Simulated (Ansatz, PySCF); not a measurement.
This PySCF input computes a SVWN5/def2-TZVPD energy:

```python
from pyscf import gto, scf, dft

mol = gto.M(
    atom='''
    Si   -0.00483958    0.00744110    0.00348548
    O     1.43864052   -0.29529703   -0.72800816
    O     0.43062953    0.66518940    1.44694375
    O    -0.97518142    1.09170160   -0.75008420
    N    -0.92976487   -1.41953016    0.01300545
    H     1.40348869   -0.77480948   -1.55951950
    H     1.34849156    0.55443899    1.70648421
    H    -0.83606626    2.01316620   -0.51840814
    H    -0.56114687   -2.28304979    0.37576661
    H    -1.93136812   -1.36996210    0.10503066
    ''',
    basis='def2-tzvpd',
    charge=0,
    spin=0,
    verbose=4,
)

mf = dft.RKS(mol, xc='svwn').density_fit(auxbasis='def2-universal-jkfit')
mf.grids.level = 3
mf.conv_tol = 1e-9
mf.max_cycle = 100
mf.max_memory = 1500
mf.kernel()
if not mf.converged:
    mf = mf.newton()
    mf.kernel(mf.make_rdm1())
mf.analyze()
```

### Question
Write an input for the same energy in Ansatz (a quantum-chemistry and plane-wave program) and say what it gives.

### Answer

Ansatz 0.2 input:
```yaml
crystal:
  periodic: [false, false, false]
  atoms:
    - {symbol: Si, position_ang: [-0.00483958, 0.00744110, 0.00348548]}
    - {symbol: O, position_ang: [1.43864052, -0.29529703, -0.72800816]}
    - {symbol: O, position_ang: [0.43062953, 0.66518940, 1.44694375]}
    - {symbol: O, position_ang: [-0.97518142, 1.09170160, -0.75008420]}
    - {symbol: N, position_ang: [-0.92976487, -1.41953016, 0.01300545]}
    - {symbol: H, position_ang: [1.40348869, -0.77480948, -1.55951950]}
    - {symbol: H, position_ang: [1.34849156, 0.55443899, 1.70648421]}
    - {symbol: H, position_ang: [-0.83606626, 2.01316620, -0.51840814]}
    - {symbol: H, position_ang: [-0.56114687, -2.28304979, 0.37576661]}
    - {symbol: H, position_ang: [-1.93136812, -1.36996210, 0.10503066]}
basis:
  gaussian:
    orbitals: def2-TZVPD
hamiltonian:
  xc: {name: SVWN5}
output: {forces: true}
```
It gives -570.06023 Eh, and PySCF -570.06034 Eh, a difference of 0.11 mEh, from the treatment of integrals and grids.
